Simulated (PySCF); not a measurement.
**UHF on Ca (calcium, neutral)**

Configuration: [Ar] 4s2, closed-shell 1S. All numbers are calculated (PySCF 2.14, the spin-free X2C one-electron Hamiltonian (Gaussian nucleus), in x2c-SVPall (5s3p2d, 24 functions)).

| Quantity | Value |
| --- | --- |
| Total energy | -679.520120 hartree |
| One-electron energy | -930.1201 hartree |
| Hartree (Coulomb) energy | 286.0392 hartree |
| Exchange energy | -35.4393 hartree |
| ⟨S²⟩ | 0.0000 |
| ⟨L²⟩ | 0.000 |
| Sum of ⟨r⟩ | 21.22 bohr |
| Sum of ⟨r²⟩ | 56.48 bohr² |
| Langevin diamagnetic susceptibility | -44.7 ×10⁻⁶ cm³/mol |
| Time after the integrals | 0.07 s of wall time on 1 thread of Neoverse-N1 (shared host) |

| shell | electrons | mean orbital energy (hartree) | rms radius, mean of both spins (bohr) |
| --- | --- | --- | --- |
| 1s | 2 | -150.09907 | 0.0889 |
| 2s | 2 | -16.96264 | 0.393 |
| 2p | 6 | -13.63999 | 0.362 |
| 3s | 2 | -2.26217 | 1.24 |
| 3p | 6 | -1.34010 | 1.38 |
| 4s | 2 | -0.19592 | 4.52 |

Densities and radii are taken from the X2C orbitals without a picture-change correction, which distorts them close to the nucleus.
